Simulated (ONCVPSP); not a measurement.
## An all-electron radial function and its pseudo partner (Sn)

Columns: radius, all-electron u(r) and pseudo u(r) of the 4s shell (level -133.93 eV) of tin in the configuration [Ar] 3d10 4s2 4p6 4d10 5s2 5p2; PBE, scalar-relativistic, ONCV scheme, ONCVPSP 4.0.1.

```tsv
r (bohr)	all-electron	pseudo
0.088	0.4733	0.1206
0.175	-0.3224	0.2584
0.262	-0.7301	0.4244
0.350	-0.3697	0.6170
0.438	0.2561	0.8166
0.525	0.7919	0.9948
0.612	1.1326	1.1287
0.700	1.2828	1.2006
0.788	1.2873	1.2031
0.875	1.2023	1.1443
0.962	1.0710	1.0404
1.050	0.9215	0.9093
1.138	0.7738	0.7704
1.225	0.6396	0.6391
1.312	0.5216	0.5214
1.400	0.4199	0.4198
1.487	0.3360	0.3359
1.575	0.2664	0.2663
1.662	0.2106	0.2105
1.750	0.1653	0.1652
1.838	0.1292	0.1292
1.925	0.1010	0.1010
2.012	0.0788	0.0787
2.100	0.0611	0.0611
2.188	0.0473	0.0473
2.275	0.0366	0.0366
```

Question: How many radial nodes do the two functions have?

Answer: The all-electron 4s function has n − l − 1 = 3 (the table is too coarse to show those close to the nucleus); the pseudo-wave has 0, since the states of the same l below it are removed with the core.

Question: At about which radius was the pseudo-wave matched?

Answer: 1.35 bohr. The columns agree to 0.0005 from 1.23 bohr on; several derivatives are matched, so the curves merge somewhat inside the radius.

Question: Is the pseudo-wave norm-conserving?

Answer: Yes: the ONCV scheme keeps the norm inside the radius equal to the all-electron one, which fixes the energy derivative of the logarithmic derivative at the level.
